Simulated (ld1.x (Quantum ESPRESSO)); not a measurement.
**gold (Au): excitation energies, all-electron against TM**

ld1.x (Quantum ESPRESSO) 7.5 input, shortened:

```
&input
   title='Au', zed=79., rel=1, dft='PZ', iswitch=3,
   config='[Xe] 4f14 5d10 6s0.5 6p0'
 /
 &inputp
   pseudotype=2, tm=.true., lloc=-1, rcloc=0.40,
   nlcc=.false.
 /
4
6S  1  0   0.50   0.00  1.65  1.65  0.0
6P  2  1   0.00   0.00  3.35  3.35  0.0
5D  3  2  10.00   0.00  2.15  2.15  0.0
4F  4  3  14.00   0.00  0.55  0.55  0.0
 &test
   configts(1)='4f14 5d10 6s0.5 6p0'
 /
```

Energies are relative to the spin-unpolarised reference configuration 4f14 5d10 6s0.5 6p0; without spin polarisation the order of configurations can differ from experiment. Spin-polarised rows fill each open shell by Hund’s rule, majority spin first.

```
               valence configuration  charge  ΔE all-electron (eV)  error AE − PS (meV)
                   4f14 5d10 6s1 6p0       0                -3.947                 +2.2
                   4f14 5d10 6s0 6p0      +1                 5.827                 -0.7
                    4f14 5d9 6s0 6p0      +2                27.328                 -4.9
                    4f14 5d7 6s0 6p0      +4               109.493                 -196
                    4f14 5d9 6s2 6p0       0                -2.346                  -13
                    4f14 5d9 6s1 6p0      +1                 8.427                  -15
4f14 5d10 6s0.5 6p0 (spin-polarised)    +0.5                -0.038                 +0.9
  4f14 5d10 6s1 6p0 (spin-polarised)       0                -4.081                 +5.4
```

(1) What are ΔE and the potential's error for 4f14 5d9 6s1 6p1?

Levels in the configuration 4f14 5d9 6s0 6p0:

```tsv
level	all-electron (eV)	pseudo (eV)
4f	-103.370	-103.552
5d	-27.627	-27.642
```

A Bessel basis up to 400 Ry misses an occupied level by 2.45 Ry, so cutoffs were not judged. Note: ghost states, extra bound levels that the all-electron valence spectrum of the same l lacks: s at -2246.7 eV, s at -446.3 eV, d at -440.0 eV, s at -44.3 eV (other channels not judged).

Results:

(1) ΔE = 3.570 eV all-electron; the error (AE − PS) is -28 meV.
